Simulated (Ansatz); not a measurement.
The first iterations of a band of Cl₂H₄O₃W (10 atoms, charge 0, multiplicity 1).

These are results of RKS PBE/def2-SVP in Ansatz, not measurements.

* movable images: 5
* climbing image: yes
* spring: 5.0 eV/Å²
* optimiser: quadratic models (default)
* start path: through a guess of the saddle point
* force threshold: 0.05 eV/Å
* iteration limit: 60
* end points: relaxed

First end point:

```xyz
10
Properties=species:S:1:pos:R:3
W 0.274 0.098 -0.083
Cl 1.042 0.368 2.106
H 1.966 0.356 -0.159
O -0.436 1.822 -0.231
H -1.315 2.010 0.170
Cl -2.085 -0.139 0.883
O 0.043 -1.753 0.059
H -0.768 -2.095 0.501
O 0.646 -0.009 -1.924
H 1.461 0.134 -2.436
```

Last end point:

```xyz
10
Properties=species:S:1:pos:R:3
W -0.500 0.020 -0.400
Cl 1.816 -0.401 2.101
H 0.830 0.146 1.087
O -0.188 1.857 -0.039
H -0.694 2.427 -0.673
Cl -2.632 -0.125 0.399
O 0.169 -1.651 0.060
H 0.829 -1.714 0.825
O 0.107 0.076 -2.190
H 1.088 0.156 -2.285
```

| iteration | highest image above the first end (eV) | largest band force component (eV/Å) |
| --- | --- | --- |
| 1 | 3.249 | 15.272 |
| 2 | 1.846 | 1.175 |
| 3 | 1.517 | 2.277 |
| 4 | 1.410 | 0.785 |
| 5 | 1.328 | 0.514 |
| 6 | 1.265 | 0.758 |
| 7 | 1.255 | 1.218 |
| 8 | 1.249 | 0.325 |
| 9 | 1.264 | 0.300 |
| 10 | 1.273 | 0.291 |
| 11 | 1.275 | 0.301 |

Task: Does the band converge within its limit, and where does its top end?

Result: The forces met the threshold. It ended after 33 iterations with the highest image 1.262 eV above the first end. The profile has 2 maxima (images 1, 5) with wells between them (image 2): this band takes more than one step, which may be the mechanism or a detour left from its start path. A vibrational analysis at the climbing image gives 2 clearly imaginary modes (91i, 58i cm⁻¹): a point of higher order, so a lower path passes nearby. The orbitals stay closed-shell, which can raise the energy where a bond breaks towards radicals; this wasn't checked here.

The run took 4.3 min on 4 threads of Arm Neoverse V2 (shared host), peak memory 0.21 GiB.
